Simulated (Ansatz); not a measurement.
Molecule: MoO3, charge -1, multiplicity 2. The spin state was set by rule; other spins were not relaxed. 
Structure (B3LYP-D3(BJ)/def2-TZVP (Ansatz, a first-principles code) minimum search):
```
Mo
O 1 1.7431
O 1 1.7431 2 116.26
O 1 1.7431 2 116.26 3 142.51
```
Charge -1, spin multiplicity 2.

Total electronic energies in hartree. Valence correlation only, unless marked. Open shells are spin-unrestricted. No spin-orbit coupling. Frozen are the shells of the preceding noble gas and the d and f shells that filled before the atom's block. In def2 rows, elements after Kr have scalar-relativistic effective core potentials. 

The UHF reference is spin-contaminated (<S^2> 0.22 over the pure value in the largest basis). 

```
level                        program  energy (Eh)
--------------------  --------------  -----------
HF/def2-TZVPP                 Ansatz   -292.30826
PBE-D4/def2-TZVPD     Ansatz + dftd4   -294.00166
BLYP/def2-TZVPD               Ansatz   -294.15918
B3LYP-D4/def2-TZVPD   Ansatz + dftd4   -294.19628
PBE0/def2-TZVPD               Ansatz   -293.90590
CAM-B3LYP/def2-TZVPD          Ansatz   -294.04274
MP2/def2-SVP                  Ansatz   -292.78853
RI-MP2/def2-QZVPP             Ansatz   -293.39779
```

Totals of different functionals don't rank their quality; only differences between species are comparable.
